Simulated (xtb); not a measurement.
Input for xtb: GFN1-xTB on H2OSSn (SMILES [OH][Sn][SH]), a point of a torsion scan.

```
$ xtb mol.xyz --gfn 1 --sp --chrg 0 --uhf 0
5

O     -1.94747295    -0.04385596    -0.59282357
Sn    -0.28380984     0.59312184    -1.44497341
S      0.15272292    -1.31710633    -2.95830474
H     -2.72697957    -0.36859295    -0.15349463
H     -0.96503145    -1.94227936    -2.63139267
```

The head of its log:

```
[...]
           -------------------------------------------------
          |                Calculation Setup                |
           -------------------------------------------------



           -------------------------------------------------
          |                 G F N 1 - x T B                 |
           -------------------------------------------------

        Reference                      10.1021/acs.jctc.7b00118
      * Hamiltonian:
        H0-scaling (s, p, d)           1.850000    2.250000    2.000000
        zeta-weighting                 0.000000
      * Dispersion:
        s8                             2.400000
        a1                             0.630000
        a2                             5.000000
        s9                             0.000000
      * Repulsion:
        kExp                           1.500000
        rExp                           1.000000
      * Coulomb:
        alpha                          2.000000
        third order                    atomic
        anisotropic                    false
      * Halogen bond correction:
        rad-scale                      1.300000
        damping                        0.440000


          ...................................................
          :                      SETUP                      :
          :.................................................:
          :  # basis functions                  28          :
          :  # atomic orbitals                  26          :
          :  # shells                           12          :
          :  # electrons                        18          :
          :  # halogen bonds                     0          :
          :  max. iterations                   250          :
          :  Hamiltonian                  GFN1-xTB          :
          :  restarted?                      false          :
          :  GBSA solvation                  false          :
          :  PC potential                    false          :
          :  electronic temp.          300.0000000     K    :
          :  accuracy                    1.0000000          :
          :  -> integral cutoff          0.2500000E+02      :
          :  -> integral neglect         0.1000000E-07      :
          :  -> SCF convergence          0.1000000E-05 Eh   :
          :  -> wf. convergence          0.2000000E-04 e    :
          :  Broyden damping             0.4000000          :
          :  net charge                          0          :
          :  unpaired electrons                  0          :
          ...................................................

 iter      E             dE          RMSdq      gap      omega  full diag
   1    -12.0450342 -0.120450E+02  0.445E+00    2.87       0.0  T
   2    -12.0603894 -0.153553E-01  0.356E+00    3.94       1.0  T
```

What total energy does the run end on?

-12.0286 hartree.
